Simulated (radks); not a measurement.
Task: These are the eigenvalues of the occupied orbitals of an atom or ion with whole-number occupations (eV). All-electron calculation, Dirac Kohn-Sham, LDA (Slater exchange, Perdew-Zunger correlation), spin-unpolarised, spherical densities, point nucleus. Program: a radial shooting solver on a logarithmic mesh with Libxc functionals.

| orbital | eigenvalue |
|---|---|
| 1s1/2 | -20874.52 |
| 2s1/2 | -3015.671 |
| 2p1/2 | -2786.154 |
| 2p3/2 | -2668.077 |
| 3s1/2 | -560.4122 |
| 3p1/2 | -472.1239 |
| 3p3/2 | -452.3391 |
| 3d3/2 | -295.5269 |
| 3d5/2 | -291.7168 |
| 4s1/2 | -113.5255 |
| 4p1/2 | -86.9708 |
| 4p3/2 | -83.7635 |
| 4d3/2 | -43.3540 |
| 5d3/2 | -15.8825 |

Which element is it, and in what charge state? The configuration may be excited. Open shells, if any, fill j = l - 1/2 first.

Result: Z = 43, technetium, charge +3: Tc3+ in [Ar] 3d10 4s1 4p6 4d4 5d1. The list shows which subshells hold electrons but not how many an open one holds; the 1s level, -767.12 hartree, gives Z - s = 39.2 by -(Z - s)^2/2, which with screening and relativity narrows Z to a few neighbours, and the depths of the outer levels then fix element, charge and occupations together.
